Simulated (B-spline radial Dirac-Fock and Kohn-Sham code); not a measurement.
**Ru³⁺: eigenvalues, ΔSCF and the reference**

System: ruthenium as Ru³⁺, [Kr] 4d4 5s1 (an excited configuration).

The density-functional columns are spherical, spin-unpolarised Dirac-Kohn-Sham results without Breit or QED terms: −ε is minus the orbital energy of the initial state and ΔSCF the difference of two total energies. The reference in the last column comes from ΔSCF Dirac-Fock with Breit, self-energy and vacuum polarisation, finite nucleus, configuration average. All numbers are from an atomic code on a B-spline grid, in eV; a selection of levels is shown. The Kohn-Sham columns are given as differences from the reference. For the 1s level of heavy atoms much of the gap between ΔSCF and the reference is the Breit and QED part, -63.3 eV here; for other levels the error of the functional can be larger.

```
level  LDA −ε − DF  LDA ΔSCF − DF  Dirac-Fock
   1s       -233.8          +56.0     22171.0
   2s        -95.2          -43.6      3285.2
2p1/2        -70.2           -6.6      3022.9
2p3/2        -71.9          -11.2      2893.9
   3s        -47.3          -28.2       642.4
3p1/2        -37.2          -17.8       540.2
3p3/2        -36.9          -18.0       517.7
3d3/2        -20.5           -0.3       337.6
3d5/2        -20.6           -0.6       333.4
4p1/2         -9.7           -1.0       97.59
4p3/2         -9.8           -1.2       94.02
   4d         -5.8           +1.6       47.12
   5s         -2.4           +1.9       33.44
```

Values without a named source are computed, but for edge energies of neutral atoms, which are taken from tables.
